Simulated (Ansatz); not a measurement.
Reaction (atomization): `CNB(F)F` → B• + C• + 2 F• + 4 H• + N•

Program: Ansatz. Geometries: PBE0-D4/def2-TZVP. ΔE: electronic, gas phase. CBS: MP2 limit from def2 TZ/QZ plus the TZ coupled-cluster correction, frozen cores. This one scheme is used for every species, atoms too. Open shells (•) are unrestricted, without spin–orbit coupling. Spin–orbit coupling would lower the free atoms: a little for B, C, F. Each species was taken in one conformer, which may not be the lowest.

`CNB(F)F`:

Z-matrix (Å, degrees):
```
C
N 1 1.444
H 1 1.094 2 111.6
H 1 1.094 2 111.6 3 121.3
H 1 1.089 2 109.2 3 -119.3
B 2 1.391 1 126.1 3 119.5
H 2 1.006 1 115.8 3 -60.5
F 6 1.332 2 120.9 1 180.0
F 6 1.332 2 121.7 1 -0.0
```

```
  species  CCSD(T)/CBS(def2) energy (Eh)
`CNB(F)F`                     -319.70892
       B•                      -24.60433
       C•                      -37.79194
       F•                      -99.66871
       H•                       -0.50000
       N•                      -54.53257
```

Q: Work out ΔE.

A: ΔE = 4 × (-0.50000) + 2 × (-99.66871) + (-24.60433) + (-37.79194) + (-54.53257) − (-319.70892) = 1.44266 Eh = +3787.7 kJ/mol.

Largest T1 diagnostic among the species: 0.014.

The D4 term adds +20.4 kJ/mol with B3LYP and +10.6 kJ/mol with PBE0; it sums over pairs of atoms, weighted by their polarisabilities, and B3LYP, whose exchange is more repulsive, gets the larger term. In def2-TZVPP, CCSD(T) changes the Hartree–Fock value by +876.8 kJ/mol (the triples alone add +52.8 kJ/mol) and MP2 by +979.1 kJ/mol; breaking electron pairs costs correlation energy, which Hartree–Fock lacks.

B3LYP here is the variant with VWN-RPA as its local correlation; programs differ in this.

For atomizations the MP2-based limit and the directly extrapolated one differ by several kJ/mol either way, and by 10 to 25 for some Ge, Se and Sn compounds, so smaller differences from it don't rank the levels.
